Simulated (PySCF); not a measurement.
Compound: C₇H₉O₂P.
Numbering: `[O:1]=[P:2]1([c:3]2[cH:4][cH:5][cH:6][o:7]2)[CH2:8][CH2:9][CH2:10]1`

Geometry (GFN2-xTB, Å), atoms numbered from 1 in this order:
```
atom  x, y, z in Å
O1    -0.2311    1.8380   -1.9217
P2    -0.4572    0.8665   -0.8529
C3     1.0532    0.0889   -0.2449
C4     1.3481   -0.8275    0.7299
C5     2.7460   -1.0079    0.6814
C6     3.1925   -0.1905   -0.3163
O7     2.1791    0.4704   -0.8764
C8    -1.5399    1.2531    0.6050
C9    -2.2476   -0.1063    0.4436
C10   -1.7725   -0.4379   -0.9843
H11    0.6562   -1.3058    1.3928
H12    3.3362   -1.6530    1.2995
H13    4.1771   -0.0067   -0.7005
H14   -2.1903    2.0911    0.3538
H15   -1.0833    1.4365    1.5744
H16   -1.8643   -0.8320    1.1587
H17   -3.3303   -0.0588    0.5504
H18   -2.4975   -0.1376   -1.7408
H19   -1.4842   -1.4714   -1.1592
```

NICS is the negative of the GIAO shielding at a point without a nucleus: at the ring centre (0) and 1 Å above and below it (1); zz is the component along the ring normal. Level: GIAO PBE0/pcSseg-1 (PySCF, non-relativistic, gas phase) on the GFN2-xTB geometry, one conformer.

Ring bond lengths (Å), with Mayer bond orders in brackets: P2–C8 1.857 (0.92), C8–C9 1.541 (1.00), C9–C10 1.541 (1.00), C10–P2 1.857 (0.92); C3–C4 1.370 (1.51), C4–C5 1.410 (1.30), C5–C6 1.365 (1.57), C6–O7 1.333 (1.13), O7–C3 1.346 (1.04).

**Question.** What do the NICS probes read (ppm)?

**Answer.** 
```
          ring                                               type  NICS(0)  NICS(1), two faces  NICS(1)zz, two faces  rms pucker (Å)  centre to ring atoms, mean (Å)
  P2–C8–C9–C10    4-membered ring with P; formal bonds all single     -1.7         -1.1 / -1.9            1.9 / -2.5            0.10                            1.19
C3–C4–C5–C6–O7  5-membered ring with O; formal bonds all aromatic    -12.5       -11.0 / -11.0         -27.9 / -27.9            0.00                            1.16
```

**Question.** What can be read from them?

**Answer.** 
- P2–C8–C9–C10: mean NICS(1)zz -0.3 ppm, near zero. P2, C8, C9, C10 have four or more neighbours, and the NICS criterion for π rings isn't applied. The two faces differ by 4.4 ppm, so no symmetry operation interchanges them.
- C3–C4–C5–C6–O7: mean NICS(1)zz -27.9 ppm, shielded. For a flat ring without four-coordinate atoms the NICS criterion counts such a value as aromatic.

**Question.** What does the geometric index give? HOMA takes Krygowski's 1993 parameters.

**Answer.** 
- C3–C4–C5–C6–O7: HOMA 0.58; the largest term is that of O7–C3, α(R − Ropt)² = 1.04.

**Question.** What is the mean of the two in-plane components of NICS at the second NICS(1) probe listed for ring C3–C4–C5–C6–O7, 1 Å off the ring?

**Answer.** The isotropic value is a third of the trace: (3 × -11.0 − (-27.9))/2 = -2.6 ppm.

**Question.** What are the shieldings of the ring atoms and their hydrogens in the same run (means over atoms taken as equivalent)?

**Answer.** 
| atoms | environment | σ isotropic (ppm) |
| --- | --- | --- |
| P2 | phosphoryl phosphorus | 317.7 |
| C3 | substituted aromatic carbon | 32.6 |
| C4 | aromatic CH carbon | 66.6 |
| C5 | aromatic CH carbon | 69.2 |
| C6 | aromatic CH next to a ring oxygen | 34.5 |
| O7 | furan-type oxygen | 12.2 |
| C8 (×2) | sp3 carbon bound to phosphorus | 141.1 |
| C9 | four-membered-ring carbon | 175.6 |
| H11 | aromatic hydrogen | 24.76 |
| H12 | aromatic hydrogen | 24.95 |
| H13 | aromatic hydrogen | 23.92 |
| H14 (×2) | methylene hydrogen | 28.71 |
| H15 (×2) | methylene hydrogen | 29.10 |
| H16 | methylene hydrogen | 30.11 |

The list is cut; further classes of hydrogen are left out.
